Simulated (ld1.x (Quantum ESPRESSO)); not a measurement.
## What one change does to a pseudopotential (tin (Sn), TM)

* Element: tin (Sn)
* Generator: ld1.x (Quantum ESPRESSO) 7.5
* Type: norm-conserving Troullier–Martins (Kleinman–Bylander form)
* Functional: PBEsol
* Relativity: scalar-relativistic
* Frozen core: [Kr]
* Valence charge: 14
* Reference configuration: 4d10 5s1.5 5p2.5
* Partial waves: 5p (bound): rc 2.55 bohr; 4d (bound): rc 1.45 bohr; 5s (bound): rc 2.05 bohr
* Local potential: the s channel
* Core correction: none

Change: core [Ar] 3d10 4s2, valence charge 20; reference 4p6 4d10 5s2 5p2; waves now 5s (bound): rc 1.70 bohr; 4p (bound): rc 1.25 bohr; 4d (bound): rc 0.90 bohr; local potential all-electron potential smoothed inside 0.90 bohr (lloc = -1); core correction Bessel-smoothed model core inside 0.55 bohr (5p counted twice).

Cutoffs: the cutoffs (Ry, on a coarse ladder) from which the occupation-weighted sum of valence levels, in a spherical-Bessel basis at the reference potential, stays within 10 and 1 mRy of its value at 400 Ry; they do not see the model core or the augmentation charge, which bear on the density cutoff. Errors are all-electron minus pseudo energies relative to the spin-unpolarised reference configuration.

Task: What does the change do?

Result: The potential gets harder (90 Ry and 140 Ry → 160 Ry and 300 Ry); a bound ghost appears in s, which as a rule spoils a file; the miss of the reference levels goes from 0.00 to 0.19 eV; the number of tests that count goes from 7 to 3. The added semicore shells are compact, so their waves need more plane waves. In the changed file ld1.x takes every shell without a wave as core, so the model core holds the 5p electrons as well and exchange and correlation see them twice. This cancels in the reference configuration, but the file is broken for other ones, and its errors say nothing about a proper core correction. Several settings change at once here, so the effects cannot be laid on one of them.

| quantity | base | changed |
| --- | --- | --- |
| cutoff, loose | 90 Ry | 160 Ry |
| cutoff, tight | 140 Ry | 300 Ry |
| loose cutoff by channel (10 mRy a level) | p 6 Ry, d 70 Ry, s 10 Ry | s 21 Ry, p 70 Ry, d 100 Ry |
| bound ghosts | none | s |
| largest miss of a reference level, eV | 0.00 | 0.19 |
| tests counted (converged, no solver errors) | 7 of 7 | 3 of 7 |

Base: ld1.x printed “convergence not achieved” for 7 of the counted tests; their residual had stalled under 1e-8, short of the target of 1e-14. Changed file: Tests not counted: 4p6 4d10 5s2 5p0 (solver errors, printed error -3992 eV); 4p6 4d10 5s1 5p0 (solver errors, printed error -4.3 eV); 4p6 4d9 5s2 5p2 (solver errors, printed error -19.4 eV); 4p6 4d10 5s1 5p3 (solver errors, printed error -3.8 eV). These tests converged, but a pseudo level misses the all-electron one widely, so the file describes the atom poorly there or has found another state: 4p6 4d10 5s0 5p0: empty 5s by 6.3 eV. A true bound ghost makes a file unfit for plane-wave use even where its test errors are small: the radial tests pick states by their node count and pass the ghost by. Where a test does run into it, the solver fails or the error is huge.
